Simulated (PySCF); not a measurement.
## Ti (titanium, neutral) across methods

[Ar] 3d4, high-spin 5D determinant (an excited configuration). All numbers are calculated (PySCF 2.14, the non-relativistic Hamiltonian (point nucleus), in aug-cc-pwCVQZ (11s10p8d5f4g3h, 185 functions)).

```
method  E (hartree)  mean ε 3p α (eV)  mean ε 3p β (eV)  mean ε 3d α (eV)  Σ⟨r²⟩ (bohr²)   ⟨S²⟩
   PBE     -849.051           -34.196           -31.775            -1.337          44.19  6.000
  PBE0     -849.069           -37.037           -33.801            -2.092          41.25  6.000
r2SCAN     -849.233           -35.311           -32.210            -1.276          43.34  6.001
   UHF   -848.25423           -45.415           -39.425            -4.505          37.81  6.002
```

Problem. Estimate the same row for LDA.

Solution. E (hartree) = -847.237; mean ε 3p α (eV) = -34.117; mean ε 3p β (eV) = -31.808; mean ε 3d α (eV) = -1.418; Σ⟨r²⟩ (bohr²) = 43.03; ⟨S²⟩ = 6.000.
